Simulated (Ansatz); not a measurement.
Consider the ligand exchange at the Sn–Cl bond: `[NH2][SnH2][Cl]` + HBr → `[NH2][SnH2][Br]` + HCl.

Calculated with Ansatz (gas phase, PBE0-D4/def2-TZVP geometries, no zero-point term in ΔE). CCSD(T)/CBS is the MP2 limit (def2-TZVPP, def2-QZVPP) plus CCSD(T) − MP2 in def2-TZVPP, frozen cores. This one scheme is used for every species. DFT in def2-TZVPP. def2 core potentials past Kr. For Br, Sn outer-core shells are correlated without core-valence functions, which leaves a few kJ/mol of doubt a bond. Scalar relativity is left out up to krypton. Each species was taken in one conformer, which may not be the lowest.

| level | ΔE (eV) |
| --- | --- |
| PBE-D4 | -0.03 |
| PBE0-D4 | -0.06 |
| PBE | -0.03 |
| r2SCAN | -0.03 |
| PBE0 | -0.05 |
| HF/def2-TZVPP | -0.07 |
| MP2/def2-TZVPP | -0.06 |
| MP2/CBS(def2) | -0.09 |

Q: What does CCSD(T)/CBS give? (Estimate.)

A: Ansatz gave: -0.08 eV. The listed levels differ from it by 0.05, 0.02, 0.05, 0.05, 0.03, 0.01, 0.02, -0.01 eV.

Largest T1 diagnostic among the species: 0.012.
